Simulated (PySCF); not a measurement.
O3Zr, SMILES [O]=[Zr]1[O][O]1, multiplicity 1.

Geometry: B3LYP-D3(BJ)/def2-TZVP. The spin state was assumed, not searched. The def2 effective core potentials stand for the cores of Zr; spin–orbit coupling is left out.

All values below come from B3LYP-D3(BJ)/def2-TZVP (PySCF).

Frequencies are harmonic and unscaled.

Computed normal modes with their intensities:
| mode | ν (cm⁻¹) | IR (km/mol) | moving atoms (share of kinetic energy) |
|---|---|---|---|
| 1 | 191 | 17.9 | O 93 % |
| 2 | 221 | 25.8 | O 82 %, Zr 18 % |
| 3 | 596 | 22.6 | O 94 % |
| 4 | 599 | 64.6 | O 78 %, Zr 22 % |
| 5 | 864 | 118.0 | O 95 % |
| 6 | 930 | 188.8 | O 86 %, Zr 14 % |
